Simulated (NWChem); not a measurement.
The numbers come from NWChem runs, not from measurements. System: dimethyl carbonate (C3H6O3), charge 0, spin multiplicity 1, at a geometry optimised with PBE/def2-SVP. Level: B3LYP/def2-SVP, VWN1-RPA local correlation.

The NWChem input:

```
start mol
memory heap 200 mb stack 900 mb global 1100 mb
geometry units angstroms nocenter noautoz
  C     -2.333262    -0.101074     0.018583
  O     -1.086968    -0.046765     0.717709
  C      0.000000     0.000000    -0.077188
  O      0.000000     0.000000    -1.292767
  O      1.086968     0.046765     0.717709
  C      2.333262     0.101074     0.018583
  H     -2.397455    -1.009632    -0.614515
  H     -3.117175    -0.123396     0.796787
  H     -2.465716     0.786808    -0.632813
  H      3.117175     0.123396     0.796787
  H      2.397455     1.009632    -0.614515
  H      2.465716    -0.786808    -0.632813
  symmetry group C2
end
basis spherical
  * library def2-svp
end
dft
  xc b3lyp
  semidirect memsize 60000000 filesize 0
  iterations 100
end
task dft energy
```

Part of the output:

```
             Northwest Computational Chemistry Package (NWChem) 7.3.0
             --------------------------------------------------------

                                NWChem Input Module
                                -------------------

 Scaling coordinates for geometry "geometry" by  1.889725989
 (inverse scale =  0.529177249)

 Turning off AUTOSYM since
 SYMMETRY directive was detected!

                             Geometry "geometry" -> ""
                             -------------------------

 Output coordinates in angstroms (scale by  1.889725989 to convert to a.u.)

  No.       Tag          Charge          X              Y              Z
 ---- ---------------- ---------- -------------- -------------- --------------
    1 C                    6.0000    -2.33326200    -0.10107400     0.01858300
    2 O                    8.0000    -1.08696800    -0.04676500     0.71770900
    3 C                    6.0000     0.00000000     0.00000000    -0.07718800
    4 O                    8.0000     0.00000000     0.00000000    -1.29276700
    5 O                    8.0000     1.08696800     0.04676500     0.71770900
    6 C                    6.0000     2.33326200     0.10107400     0.01858300
    7 H                    1.0000    -2.39745500    -1.00963200    -0.61451500
    8 H                    1.0000    -3.11717500    -0.12339600     0.79678700
    9 H                    1.0000    -2.46571600     0.78680800    -0.63281300
   10 H                    1.0000     3.11717500     0.12339600     0.79678700
   11 H                    1.0000     2.39745500     1.00963200    -0.61451500
   12 H                    1.0000     2.46571600    -0.78680800    -0.63281300

 Effective nuclear repulsion energy (a.u.)     250.6976524283

            Nuclear Dipole moment (a.u.)
            ----------------------------
        X                 Y               Z
 ---------------- ---------------- ----------------
    -0.0000000000     0.0000000000    -0.0000113384

      Symmetry information
      --------------------

 Group name             C2
 Group number              4
 Group order               2
 No. of unique centers     7

      Symmetry unique atoms

     1    2    3    4    7    8    9


 Summary of "ao basis" -> "" (spherical)
 ------------------------------------------------------------------------------
       Tag                 Description            Shells   Functions and Types
 ---------------- ------------------------------  ------  ---------------------
 *                          def2-svp                  on all atoms

                                 NWChem DFT Module
                                 -----------------

 Summary of "ao basis" -> "ao basis" (spherical)
 ------------------------------------------------------------------------------
       Tag                 Description            Shells   Functions and Types
 ---------------- ------------------------------  ------  ---------------------
 C                          def2-svp                 6       14   3s2p1d
 O                          def2-svp                 6       14   3s2p1d
 H                          def2-svp                 3        5   2s1p

 Summary of "ao basis" -> "ao basis" (spherical)
 ------------------------------------------------------------------------------
       Tag                 Description            Shells   Functions and Types
 ---------------- ------------------------------  ------  ---------------------
 C                          def2-svp                 6       14   3s2p1d
[...]
 d= 0,ls=0.0,diis     3   -343.3343703150 -4.09D-01  2.84D-03  1.96D-01     1.3
 d= 0,ls=0.0,diis     4   -343.3480858037 -1.37D-02  1.02D-03  5.71D-02     1.5
 d= 0,ls=0.0,diis     5   -343.3532031236 -5.12D-03  2.25D-04  1.67D-03     1.8
  Resetting Diis
 d= 0,ls=0.0,diis     6   -343.3533546498 -1.52D-04  4.61D-05  4.00D-05     2.0
 d= 0,ls=0.0,diis     7   -343.3533597233 -5.07D-06  9.55D-06  7.49D-07     2.2
 d= 0,ls=0.0,diis     8   -343.3533596719  5.14D-08  5.57D-06  1.30D-06     2.4

         Total DFT energy =     -343.353359671942
      One electron energy =     -965.434000686283
           Coulomb energy =      415.617660833613
    Exchange-Corr. energy =      -44.234672247538
 Nuclear repulsion energy =      250.697652428267

 Numeric. integr. density =       47.999995362276

     Total iterative time =      2.3s

                  Occupations of the irreducible representations
                  ----------------------------------------------

                     irrep           alpha         beta
                     --------     --------     --------
                     a                13.0         13.0
                     b                11.0         11.0

                       DFT Final Molecular Orbital Analysis
                       ------------------------------------

 Vector   22  Occ=2.000000D+00  E=-3.113203D-01  Symmetry=b
              MO Center=  2.8D-13,  1.3D-14, -4.1D-01, r^2= 2.6D+00
   Bfn.  Coefficient  Atom+Function         Bfn.  Coefficient  Atom+Function
  ----- ------------  ---------------      ----- ------------  ---------------
    47      0.449514   4 O  py               50      0.330670   4 O  py
    19     -0.300533   2 O  py               61     -0.300533   5 O  py
    22     -0.231505   2 O  py               64     -0.231505   5 O  py
    85     -0.091914   7 H  s               105      0.091914  11 H  s
    95      0.090853   9 H  s               110     -0.090853  12 H  s

 Vector   23  Occ=2.000000D+00  E=-3.080236D-01  Symmetry=a
              MO Center= -2.9D-13, -1.4D-14,  3.7D-01, r^2= 3.6D+00
   Bfn.  Coefficient  Atom+Function         Bfn.  Coefficient  Atom+Function
  ----- ------------  ---------------      ----- ------------  ---------------
    19      0.413020   2 O  py               61     -0.413020   5 O  py
    22      0.307478   2 O  py               64     -0.307478   5 O  py
     5     -0.158506   1 C  py               75      0.158506   6 C  py
    85      0.157863   7 H  s               105      0.157863  11 H  s
    95     -0.155930   9 H  s               110     -0.155930  12 H  s

 Vector   24  Occ=2.000000D+00  E=-2.925807D-01  Symmetry=b
              MO Center= -1.5D-15, -7.4D-18, -7.9D-01, r^2= 1.7D+00
   Bfn.  Coefficient  Atom+Function         Bfn.  Coefficient  Atom+Function
  ----- ------------  ---------------      ----- ------------  ---------------
    46      0.572983   4 O  px               49      0.396905   4 O  px
    20     -0.230567   2 O  pz               62      0.230567   5 O  pz
    23     -0.181191   2 O  pz               65      0.181191   5 O  pz
    35      0.093829   3 C  px               18      0.069232   2 O  px
    60      0.069232   5 O  px               41      0.052170   3 C  d  1

 Vector   25  Occ=0.000000D+00  E= 3.118177D-02  Symmetry=b
              MO Center=  6.6D-15,  1.8D-14, -2.7D-01, r^2= 2.0D+00
   Bfn.  Coefficient  Atom+Function         Bfn.  Coefficient  Atom+Function
  ----- ------------  ---------------      ----- ------------  ---------------
    33      0.597672   3 C  py               36      0.533450   3 C  py
    50     -0.402707   4 O  py               47     -0.382658   4 O  py
    19     -0.230917   2 O  py               61     -0.230917   5 O  py
    86     -0.223133   7 H  s               106      0.223133  11 H  s
    22     -0.217622   2 O  py               64     -0.217622   5 O  py

 Vector   26  Occ=0.000000D+00  E= 6.487772D-02  Symmetry=a
              MO Center=  1.4D-14, -1.9D-14, -3.1D-01, r^2= 1.0D+01
   Bfn.  Coefficient  Atom+Function         Bfn.  Coefficient  Atom+Function
  ----- ------------  ---------------      ----- ------------  ---------------
     3      1.596876   1 C  s                73      1.596876   6 C  s
    86     -0.841859   7 H  s               106     -0.841859  11 H  s
    96     -0.836172   9 H  s               111     -0.836172  12 H  s
    31     -0.743897   3 C  s                91     -0.661851   8 H  s
   101     -0.661851  10 H  s                45      0.298492   4 O  s

 Vector   27  Occ=0.000000D+00  E= 7.800855D-02  Symmetry=b
              MO Center=  7.2D-15,  1.1D-15, -1.6D-01, r^2= 1.2D+01
   Bfn.  Coefficient  Atom+Function         Bfn.  Coefficient  Atom+Function
  ----- ------------  ---------------      ----- ------------  ---------------
     3      1.793590   1 C  s                73     -1.793590   6 C  s
    91     -0.890340   8 H  s               101      0.890340  10 H  s
    86     -0.857648   7 H  s               106      0.857648  11 H  s
    96     -0.850939   9 H  s               111      0.850939  12 H  s
     7     -0.265967   1 C  px               77     -0.265967   6 C  px

 center of mass
 --------------
 x =   0.00000000 y =   0.00000000 z =   0.01874983

 moments of inertia (a.u.)
 ------------------
         177.756333153102         -32.246415139153          -0.000000000000
         -32.246415139153         921.366656052626          -0.000000000000
          -0.000000000000          -0.000000000000         769.667118503571

     Multipole analysis of the density
     ---------------------------------

     L   x y z        total         alpha         beta         nuclear
     -   - - -        -----         -----         ----         -------
     0   0 0 0      0.000000    -24.000000    -24.000000     48.000000

     1   1 0 0      0.000000      0.000000      0.000000     -0.000000
     1   0 1 0      0.000000      0.000000      0.000000      0.000000
     1   0 0 1      0.108161      0.054086      0.054086     -0.000011

     2   2 0 0    -18.294981   -236.484983   -236.484983    454.674984
     2   1 1 0      0.304438     -9.442511     -9.442511     19.189459
     2   1 0 1     -0.000000     -0.000000     -0.000000      0.000000
     2   0 2 0    -25.369953    -18.871637    -18.871637     12.373321
     2   0 1 1      0.000000      0.000000      0.000000      0.000000
     2   0 0 2    -30.404836    -58.907718    -58.907718     87.410599

 Task  times  cpu:        2.4s     wall:        2.4s

 Total times  cpu:        2.5s     wall:        2.5s
```
